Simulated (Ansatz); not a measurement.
Species: CH₃Si, charge 0, doublet. CH3Si (SMILES C[Si], doublet).
B3LYP-D3(BJ)/def2-TZVP minimum from Ansatz (an electronic-structure program):
```xyz
5

C     -1.1030     0.0446     0.0262
Si     0.7938    -0.0232    -0.0072
H     -1.4093    -0.5919    -0.8203
H     -1.5274     1.0350    -0.1585
H     -1.5592    -0.3861     0.9215
```
Charge 0, spin multiplicity 2.

Total energies in cc-pV(D+d)Z, 11 correlated electrons, 6 frozen orbitals. Open shells are spin-unrestricted; no spin-orbit coupling. Correlated methods leave the cores frozen. No relativity. The UHF reference of CH3Si (C[Si], doublet) is spin-contaminated (<S^2> up to 0.04 over the pure value in the sets run).

```csv
method,program,energy (Eh),minus CCSDT(Q) (mEh)
HF,Ansatz,-328.47860,253.81
MP2,Ansatz,-328.68818,44.23
CCSD,Ansatz,-328.72440,8.00
CCSD(T),Ansatz,-328.73115,1.25
CCSDT(Q),Ansatz,-328.73241,0.00
```

Rough core times of Ansatz's runs on a shared machine: CCSD(T) 30 s, CCSDT(Q) 2 min.
